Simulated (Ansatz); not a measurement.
Sn₁₁H₁₈⁺, a cluster cut from hexagonal tin. The state is a doublet with charge 1. Geometry PBE-D4/def2-SVP; atoms count from 1.

Cartesian coordinates in Å:
```
Sn -0.1161 1.2417 -3.0940
Sn -1.9561 1.6406 -0.8690
Sn -2.0247 -2.9596 -1.0396
Sn -2.8942 -0.6680 0.3974
Sn -0.0125 3.2992 0.5207
Sn -2.0154 -0.5415 3.1066
Sn 1.8546 -0.6242 -2.2727
Sn 0.7823 -3.0088 -1.2184
Sn 3.5202 0.7880 -0.4810
Sn 1.9058 1.5710 1.7016
Sn 0.7984 -0.5666 3.1639
H -1.1952 0.7796 -4.3736
H 0.5279 2.8129 -3.4347
H -3.2599 2.6838 -1.3600
H -2.7449 -2.8130 -2.6068
H -2.6559 -4.3517 -0.2317
H -4.6252 -0.5330 0.3352
H 0.6983 4.3010 -0.7010
H -0.9948 4.2845 1.5576
H -2.6403 0.9473 3.7325
H -2.7238 -1.8757 3.9488
H 2.6714 -0.9710 -3.7678
H 1.2715 -4.3183 -2.2349
H 1.4376 -3.2240 0.3678
H 4.1529 2.1979 -1.2574
H 4.8056 -0.2307 0.0642
H 2.7344 2.6416 2.7925
H 1.3510 -2.0441 2.4548
H 1.3472 -0.4588 4.7990
```

In the def2 sets Sn takes a core potential; there is no spin–orbit coupling. Single mean-field runs in def2-TZVP are fitted with def2-universal-jkfit.

(1) Estimate the Mulliken populations from the PBE0/def2-TZVP orbitals of Ansatz.

(2) Where does the spin sit?

(3) And the Mayer bond orders between heavy atoms (over 0.3)?

## Answers

(1) 
```tsv
atom	charge (e)	spin (α − β)
Sn1	0.11	0.23
Sn2	0.08	0.33
Sn3	0.07	0.04
Sn4	0.03	0.00
Sn5	0.10	0.22
Sn6	0.08	0.06
Sn7	0.05	0.03
Sn8	0.08	0.00
Sn9	0.08	0.01
Sn10	0.05	0.04
Sn11	0.08	0.00
H12	0.02	0.02
H13	0.02	-0.01
H14	0.02	-0.02
H15	0.00	0.00
H16	0.01	0.00
H17	0.02	0.00
H18	0.02	-0.01
H19	0.02	0.02
H20	0.00	0.00
H21	0.01	0.00
H22	0.02	0.01
H23	0.01	0.00
H24	-0.01	0.00
H25	0.01	0.00
H26	0.01	0.00
H27	0.02	0.01
H28	-0.02	0.00
H29	0.02	0.00
```
Mulliken values depend strongly on the basis.

(2) Summed by element: Sn 0.96, H 0.04, of 1 unpaired in all. Largest on single atoms: Sn2 0.33, Sn1 0.23, Sn5 0.22.

(3) Sn1–Sn2 0.69 (2.91 Å); Sn1–Sn7 0.82 (2.84 Å); Sn2–Sn4 0.89 (2.80 Å); Sn2–Sn5 0.69 (2.91 Å); Sn3–Sn4 0.82 (2.84 Å); Sn3–Sn8 0.86 (2.81 Å); Sn4–Sn6 0.80 (2.85 Å); Sn5–Sn10 0.82 (2.84 Å); Sn6–Sn11 0.85 (2.81 Å); Sn7–Sn8 0.85 (2.82 Å); Sn7–Sn9 0.85 (2.82 Å); Sn9–Sn10 0.84 (2.83 Å); Sn10–Sn11 0.85 (2.82 Å).
